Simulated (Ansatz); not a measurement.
A search over several starts for the lowest SCF solution of the cluster SiSe2 at the given spin, in a small basis.

```yaml
crystal:
  periodic: [false, false, false]
  atoms:
    - {symbol: Si, position_ang: [1.108854, -0.148166, 0.027501]}
    - {symbol: Se, position_ang: [-0.606968, -0.031767, 1.534975]}
    - {symbol: Se, position_ang: [-0.501896, 0.179934, -1.562466]}
basis:
  gaussian: {orbitals: def2-SVP, initial_orbitals: start.molden}
magnetization: {spin_polarized: true, initial_magnetization: 4}
hamiltonian: {xc: pbe0, dispersion: d4}
output: {orbitals: {seedname: orbitals}}
```

The file start.molden holds the orbitals of an earlier run on this structure, at another level or in another basis.

```sh
$ ansatz run in.yaml --threads 4 --pin off --events-out ev --progress --plain --max-ram 3916MiB
```

Output, abridged:

```
Functional definition: PBE0
780 factors; integrals over basis functions are off by at most 9.4e-4 eV
mean field evaluation 1: about -138537.1583 eV, gradient 5.7e0 eV
mean field evaluation 2: about -138537.2503 eV, gradient 1.2e-1 eV
mean field evaluation 4: about -138537.2576 eV, gradient 5.3e-4 eV
mean field evaluation 8: about -138537.0151 eV, gradient 5.8e0 eV
mean field evaluation 16: about -138537.2576 eV, gradient 1.9e-2 eV
mean field evaluation 32: about -138536.6202 eV, gradient 3.7e0 eV
mean field -138537.25762914 eV, -5091.1503139450 hartree, gradient 1.6e-5 eV, S^2 6.010798; 5 other end points of the search recorded, 0 dependent functions left out
reference -138537.25764815 eV, -5091.1503146437 hartree; 43, 39 occupied and 39, 43 virtual orbitals, 780 factors
Total energy: -138537.36843323 eV, -5091.1543859204 hartree
```

Run time 3 s (4 threads of Arm Neoverse V1 on a shared host).

At PBE0-D4/def2-TZVP a singlet of charge 0 lies 3.77 eV below the quintet, each at its own geometry. The structure comes from a short search, and lower isomers may exist.
